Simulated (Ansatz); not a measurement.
Reaction (ligand exchange at a Ge–O bond): `[OH][Ge]([OH])([OH])[SiH3]` + HCl → `[OH][Ge]([OH])([SiH3])[Cl]` + H₂O

Calculated with Ansatz (gas phase, PBE0-D4/def2-TZVP geometries, no zero-point term in ΔE). CCSD(T)/CBS is the MP2 limit (def2-TZVPP, def2-QZVPP) plus CCSD(T) − MP2 in def2-TZVPP, frozen cores. This one scheme is used for every species. DFT in def2-TZVPP. B3LYP here is the variant with VWN-RPA as its local correlation; programs differ in this. For Ge outer-core shells are correlated without core-valence functions, which leaves a few kJ/mol of doubt a bond. Scalar relativity is left out up to krypton. One conformer a species, not always the lowest.

```csv
level,ΔE (kcal/mol),difference from CCSD(T)/CBS
PBE-D4,-11.0,-0.9
r2SCAN-D4,-10.4,-0.3
PBE0-D4,-11.3,-1.2
B3LYP-D4,-10.5,-0.4
ωB97X-V,-9.5,0.6
ωB97M-V,-10.1,0.0
B2PLYP,-9.5,0.6
r2SCAN,-10.3,-0.2
PBE0,-10.9,-0.8
MP2/def2-TZVPP,-9.9,0.2
SCS-MP2/def2-TZVPP,-9.1,1.0
CCSD/def2-TZVPP,-8.8,1.3
CCSD(T)/def2-TZVPP,-9.0,1.1
HF/def2-QZVPP,-9.7,0.4
SCS-MP2/def2-QZVPP,-9.8,0.3
HF/CBS(def2),-9.7,0.4
CCSD(T)/CBS,-10.1,0
```

Largest T1 diagnostic among the species: 0.013.

The D4 term adds −0.8 kcal/mol with B3LYP and −0.4 kcal/mol with PBE0; it sums over pairs of atoms, weighted by their polarisabilities, and B3LYP, whose exchange is more repulsive, gets the larger term.
